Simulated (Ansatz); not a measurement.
Molecule: C3H9FO3Si, net charge 0, singlet state. 
Structure (B3LYP-D3(BJ)/def2-TZVP (Ansatz, a first-principles code) minimum search):
SMILES: CO[Si](F)(OC)OC
```xyz
17

Si    -0.0419    -0.0184     0.3159
F     -0.7023     0.4890     1.6745
O     -0.5309     0.9593    -0.8879
C     -0.4303     2.3781    -0.8778
O      1.5531     0.0137     0.5859
C      2.5334    -0.4779    -0.3197
O     -0.5042    -1.5238    -0.0482
C     -1.7821    -1.9154    -0.5356
H      0.6087     2.6975    -0.7624
H     -1.0244     2.8057    -0.0669
H     -0.8101     2.7475    -1.8296
H      2.4728     0.0354    -1.2832
H      2.4091    -1.5508    -0.4805
H      3.5133    -0.2931     0.1182
H     -1.7081    -2.9485    -0.8727
H     -2.5316    -1.8543     0.2568
H     -2.0914    -1.2855    -1.3721
```

Basis-set convergence of Hartree-Fock and CCSD(T) correlation energies (hartree) with Ansatz. Valence correlation only, unless marked. No spin-orbit coupling. No relativistic terms.

| basis | functions | E(HF) | E(corr, CCSD(T)) |
|---|---|---|---|
| cc-pV(D+d)Z | 166 | -732.01762 | -1.34422 |
| cc-pV(T+d)Z | 375 | ___ | ___ |

**Question.** Fill in the missing entries.

**Answer.** 
- cc-pV(T+d)Z, E(HF): -732.20434
- cc-pV(T+d)Z, E(corr, CCSD(T)): -1.69328
